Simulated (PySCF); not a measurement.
C6H5I, SMILES C(#C)/C=C(\I)C=C.

The structure is a stationary point at PBE0-D3(BJ)/def2-SVP. The structure was generated by enumeration; whether it is a known compound was not checked. The def2 effective core potentials stand for the cores of I; spin–orbit coupling is left out. One conformer was computed; it need not be the lowest.

Level of theory: TDA-PBE/def2-SVPD (PySCF 2.14.0).

Vertical excitations. Gas-phase values at a fixed geometry. State labels are in the subgroup Cs.

List the lowest excited states. (An estimate is asked for; the answer gives what the named calculation found.)


```tsv
state	symmetry	energy (eV)	λ (nm)	f	main pairs
S1	A"	3.56	349	0.000	HOMO−1→LUMO 100 %
S2	A'	3.80	327	0.079	HOMO−2→LUMO 57 %, HOMO→LUMO 39 %
S3	A"	4.09	303	0.000	HOMO→LUMO+1 98 %
S4	A"	4.36	285	0.000	HOMO−3→LUMO 100 %
S5	A'	4.75	261	0.266	HOMO−1→LUMO+1 54 %, HOMO→LUMO 18 %, HOMO−2→LUMO 17 %
S6	A'	4.96	250	0.384	HOMO−1→LUMO+1 43 %, HOMO→LUMO 25 %, HOMO−2→LUMO 17 %
S7	A"	5.05	246	0.000	HOMO−2→LUMO+1 97 %
S8	A"	5.31	234	0.001	HOMO→LUMO+2 100 %
S9	A'	5.37	231	0.006	HOMO−4→LUMO 47 %, HOMO→LUMO+3 33 %, HOMO−3→LUMO+1 15 %
S10	A'	5.46	227	0.113	HOMO−3→LUMO+1 77 %
T1	A'	2.46	503	0	HOMO→LUMO 96 %
T2	A"	3.49	355	0	HOMO−1→LUMO 99 %
T3	A'	3.61	344	0	HOMO−2→LUMO 94 %
T4	A"	3.82	325	0	HOMO→LUMO+1 98 %
```
Triplets are in the Tamm–Dancoff approximation.
